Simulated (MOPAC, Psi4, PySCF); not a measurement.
Two rigid molecules brought together: CH4O ··· H4O4Si (SMILES CO and O[Si](O)(O)O). Monomers: optimised at B3LYP-D3(BJ) (def2-TZVP), held rigid. Orientation: lowest of the rigid-body minima from ten starts at GFN2-xTB. Only R, the distance of the centres of mass, is varied, so the lowest point isn't the relaxed dimer. The table gives interaction energies.

| R / Å | A | B | C |
|---|---|---|---|
| 3.21 | 4.72 | 15.61 | 18.66 |
| 3.37 | -5.01 | 3.17 | 7.07 |
| 3.64 | -11.36 | -4.57 | -2.15 |
| 3.80 | -11.86 | -5.25 | -4.20 |
| 4.00 | -10.97 | -5.73 | -4.98 |
| 4.21 | -9.35 | -5.67 | -4.76 |
| 4.47 | -7.22 | -5.02 | -3.94 |
| 4.84 | -4.60 | -3.91 | -2.73 |
| 5.29 | -2.34 | -2.86 | -1.66 |
| 5.97 | -0.81 | -1.88 | -0.81 |
| 7.01 | -0.27 | -0.87 | -0.31 |
| 8.28 | -0.10 | -0.12 | -0.12 |

Energies in kcal/mol.

Problem. Match the curves with the methods HF/aug-cc-pVDZ, counterpoise-corrected (Psi4); PM7, restricted, heats of formation in MOPAC; PySCF 2.14.0 with restricted B3LYP/6-31G*, spherical d, no counterpoise correction.

Solution. A is RKS-B3LYP/6-31G*; B is PM7; C is HF/aug-cc-pVDZ.
